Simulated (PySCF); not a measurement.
**Assigning NMR signals**

Geometry:
| atom | x (Å) | y (Å) | z (Å) |
| --- | --- | --- | --- |
| C1 | 2.225 | -0.157 | -0.125 |
| C2 | 0.733 | -0.049 | -0.028 |
| C3 | -0.033 | -1.097 | 0.471 |
| C4 | -1.416 | -1.015 | 0.541 |
| C5 | -2.032 | 0.139 | 0.103 |
| F6 | -3.368 | 0.233 | 0.168 |
| C7 | -1.308 | 1.204 | -0.397 |
| C8 | 0.072 | 1.099 | -0.457 |
| H9 | 2.608 | -0.950 | 0.520 |
| H10 | 2.538 | -0.384 | -1.148 |
| H11 | 2.711 | 0.778 | 0.163 |
| H12 | 0.459 | -2.000 | 0.816 |
| H13 | -2.014 | -1.829 | 0.933 |
| H14 | -1.826 | 2.096 | -0.727 |
| H15 | 0.648 | 1.932 | -0.845 |

Fast rotation and ring inversion assumed for equivalent nuclei, gas phase, no relativistic terms, a single conformation. PBE0-D3(BJ)/def2-TZVP geometry; shieldings: GIAO B97-2/pcSseg-2; PySCF.

Referencing at the same level of theory: ¹³C (185.38 ppm), ¹H (31.64 ppm) against TMS.

Question: Assign these signals to the numbered atoms. ¹³C{¹H} NMR (computed): δ 171.5, 140.3, 137.3, 121.2, 23.5.

Answer: 
| δ (ppm) | atoms | environment | reason |
| --- | --- | --- | --- |
| 171.5 | C5 | aromatic carbon bearing fluorine | σ withdrawal by the attached heteroatom moves it downfield of the ring CH carbons |
| 140.3 | C2 | substituted aromatic carbon | – |
| 137.3 | C3/C8 | aromatic CH | the aromatic region |
| 121.2 | C4/C7 | aromatic CH | – |
| 23.5 | C1 | methyl carbon on an aromatic ring | a saturated carbon with 1 carbon neighbour and no heteroatom attached |

Question: Assign these signals to the numbered atoms. ¹H NMR (600 MHz, computed): δ 7.40 (m, 2H), 7.17 (m, 2H), 2.41 (s, 3H).

Answer: 
7.40 → H12/H15, hydrogen on an aromatic CH: the ring current deshields protons in the ring plane
7.17 → H13/H14, hydrogen on an aromatic CH
2.41 → H9/H10/H11, hydrogen on a methyl carbon on an aromatic ring: benzylic-type position, deshielded by the ring

Splittings by ¹⁹F in the carbon and heteronuclear signals aren't shown, as no couplings were computed. Shifts are as computed. Against solution values, carbons near 30 ppm lie about +3 ppm off and those near 130 ppm about +7 ppm. Of 1211 compounds with measured shifts, 218 miss one by over three times the rms of a fit or turn the order of signals round; such compounds aren't used in these exercises. No couplings were computed; multiplicities are counted from neighbouring protons, with m where these are inequivalent, close in shift, in a saturated or five-membered ring or joined by F or P, and br s for small geminal =CH2 splittings.
